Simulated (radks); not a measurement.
Task: Radial electron density D(r) = 4 pi r^2 rho(r) of an atom or ion with 31 electrons. All-electron calculation, Dirac Kohn-Sham, PBEsol, spin-unpolarised, spherical densities, finite nucleus; Fermi nuclear charge, rms radius of each element as measured or else 0.836 A^(1/3) + 0.57 fm. Program: a radial shooting solver on a logarithmic mesh with Libxc functionals.

r (bohr),D(r) (e/bohr)
0.00271,2.236
0.00313,2.877
0.003615,3.685
0.004208,4.759
0.00486,6.029
0.005613,7.587
0.006482,9.475
0.007486,11.73
0.008645,14.37
0.009984,17.41
0.01153,20.80
0.01332,24.47
0.01538,28.28
0.01776,32.03
0.02051,35.47
0.02388,38.40
0.02758,40.21
0.03185,40.84
0.03678,40.24
0.04248,38.57
0.04906,36.31
0.05666,34.21
0.06543,33.12
0.07557,33.74
0.08727,36.32
0.1008,40.35
0.1164,44.58
0.1344,47.33
0.1565,47.00
0.1807,43.13
0.2087,36.78
0.2411,30.13
0.2784,25.61
0.3215,24.60
0.3713,26.59
0.4288,29.49
0.4952,30.79
0.5719,29.05
0.6605,24.45
0.7628,18.41
0.881,12.61
1.026,7.957
1.184,5.202
1.368,3.681
1.58,2.830
1.824,2.208
2.107,1.615
2.433,1.049
2.81,0.5857
3.246,0.2760
3.748,0.1083
4.329,0.03466
4.999,0.008781
5.82,0.001542
6.721,0.0002172

What is the nuclear charge?

Result: Z = 33. The innermost maximum, from 1s, lies near gamma/Z bohr with gamma = sqrt(1 - (Z/c)^2) = 0.971, here 0.0294 bohr (found: 0.0318), and its height grows with Z. The density is that of the arsenic ion As2+ in [Ar] 3d10 4s2 4p1; the configuration itself is not fixed sharply by these data, and Z only to about a unit. D(r) has 3 maxima, at r = 0.0318, 0.143, 0.491 bohr, and minima at 0.0670, 0.311 bohr, inside which lie 2.09, 10.99 electrons.
